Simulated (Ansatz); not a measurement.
`CCC1=C[SiH2]1` + H₂ → `CC1=C[SiH2]1` + CH₄  (hydrogenolysis of a C–C bond)

Computed with Ansatz on PBE0-D4/def2-TZVP structures; ΔE is electronic, products minus reactants. CCSD(T)/CBS adds triple-zeta CCSD(T) − MP2 to the extrapolated MP2 energy (def2 sets, frozen cores). This one scheme is used for every species. Each species was taken in one conformer, which may not be the lowest.

| species | CCSD(T)/CBS(def2) energy (Eh) |
| --- | --- |
| `CCC1=C[SiH2]1` | -446.03684 |
| H₂ | -1.17544 |
| `CC1=C[SiH2]1` | -406.77515 |
| CH₄ | -40.46206 |

Q: Work out ΔE.

A: ΔE = (-406.77515) + (-40.46206) − (-446.03684) − (-1.17544) = -0.02493 Eh = -65.5 kJ/mol.

Largest T1 diagnostic among the species: 0.012.

The D4 term adds +9.1 kJ/mol with B3LYP and +5.1 kJ/mol with PBE0; it sums over pairs of atoms, weighted by their polarisabilities, and B3LYP, whose exchange is more repulsive, gets the larger term. In def2-TZVPP, CCSD(T) changes the Hartree–Fock value by +19.1 kJ/mol (the triples alone add +3.7 kJ/mol) and MP2 by +22.8 kJ/mol.

B3LYP here is the variant with VWN-RPA as its local correlation; programs differ in this.
